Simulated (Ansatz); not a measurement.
Ideal-gas functions of SnTe (`[Sn][Te]`) at 600 K and 1 bar, from an Ansatz frequency run at PBE0-D4/def2-TZVP.

Molar mass 246.31 g/mol, point group C∞v (symmetry number 1), electronic degeneracy 1, moments of inertia 389.857 u Å². Harmonic wavenumbers (cm⁻¹, unscaled): 269.

Use S(trans) = R[1.5 ln M + 2.5 ln T − 1.1517]; rotational temperatures θ = 24.2544 K / I; S(rot) = R[ln(T/σθ) + 1]; for each mode x = 1.438777 ν̃/T, S = R[x/(eˣ − 1) − ln(1 − e⁻ˣ)] and H = RT x/(eˣ − 1); 1 cm⁻¹ = 0.0119627 kJ/mol; R = 8.31446 J/(mol·K).

Q: By hand: the entropy, in J/(mol·K).

A: Translation 192.1. Rotation: θ = 0.0622 K, giving 84.6. Vibration, mode by mode: 12.10, in all 12.1. Electronic 0.0. Sum 288.8 J/(mol·K).

Q: By hand: H − E and G − E in kJ/mol, counted from the electronic energy.

A: Zero-point energy ½ × 269 × 0.0119627 = 1.6; thermal vibration 3.6; translation, rotation and pV give 3.5 RT = 17.5. H − E = 22.7 kJ/mol, and G − E = 22.7 − 600 × 288.8/1000 = -150.6 kJ/mol.

Vibration gives 4 % of the entropy.
